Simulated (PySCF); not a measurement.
C5H9B. Atoms are numbered in the order given.

```xyz
15

C      2.3551     0.1800     0.1022
B      0.7917     0.0842    -0.0024
C     -0.2093     1.2207    -0.3406
C     -1.4674     0.7231    -0.2628
C     -1.5562    -0.7309     0.1142
C     -0.0939    -1.2052     0.2754
H      2.5926     0.5456     1.1215
H      2.7954     0.9143    -0.5922
H      2.8751    -0.7844    -0.0127
H     -0.0176     2.2654    -0.6046
H     -2.3801     1.3038    -0.4512
H     -2.1135    -1.2967    -0.6553
H     -2.1488    -0.8493     1.0405
H      0.1625    -2.0106    -0.4372
H      0.1057    -1.6351     1.2734
```

Geometry optimised at B3LYP-D3(BJ)/def2-SVP. One conformer was computed; it need not be the lowest.

These are TDA-PBE/def2-SVPD in PySCF values and carry that method's errors.

Vertical excitations. Isolated molecule, no solvent.

Task: Give excitation energies, oscillator strengths and character. (An estimate is asked for; the answer gives what the named calculation found.)

Result: 
| state | energy (eV) | λ (nm) | f | main pairs |
|---|---|---|---|---|
| S1 | 4.95 | 251 | 0.001 | HOMO−1→LUMO 99 % |
| S2 | 5.44 | 228 | 0.001 | HOMO−2→LUMO 99 % |
| S3 | 5.92 | 209 | 0.283 | HOMO→LUMO 81 % |
| S4 | 6.45 | 192 | 0.001 | HOMO−3→LUMO 95 % |
| S5 | 6.52 | 190 | 0.005 | HOMO→LUMO+1 98 % |
| S6 | 6.83 | 182 | 0.014 | HOMO−1→LUMO+1 99 % |
| S7 | 6.88 | 180 | 0.001 | HOMO−5→LUMO 98 % |
| S8 | 6.93 | 179 | 0.088 | HOMO−4→LUMO 89 % |
| S9 | 7.12 | 174 | 0.000 | HOMO→LUMO+3 92 % |
| S10 | 7.25 | 171 | 0.002 | HOMO−2→LUMO+1 99 % |
| T1 | 3.87 | 321 | 0 | HOMO→LUMO 97 % |
| T2 | 4.62 | 269 | 0 | HOMO−1→LUMO 99 % |
| T3 | 5.01 | 248 | 0 | HOMO−2→LUMO 99 % |
| T4 | 6.11 | 203 | 0 | HOMO−3→LUMO 98 % |
Triplets are in the Tamm–Dancoff approximation.
